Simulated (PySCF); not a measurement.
**Ta: excitation energy**

Ta [Xe] 4f14 5d3 6s2 (4F) → Ta [Xe] 4f14 5d5 (6S), as a difference of total energies. All numbers are calculated (PySCF 2.14, a scalar-relativistic core potential, in aug-cc-pwCVDZ-PP with ECP60MDF (6s6p5d3f, 70 functions)). Correlated levels: valence: 5s2 5p6 frozen. The calculations carry no spin-orbit coupling.

| method | excitation energy (eV) |
| --- | --- |
| UHF | 2.992 |
| MP2 (valence) | 3.275 |
| SCS-MP2 (valence) | 4.054 |
| CCSD (valence) | 3.415 |
| CCSD(T) (valence) | 3.465 |

**Question.** How much does correlation contribute at CCSD(T) (valence)?

**Answer.** 3.465 − (2.992) = 0.473 eV, measured against UHF.
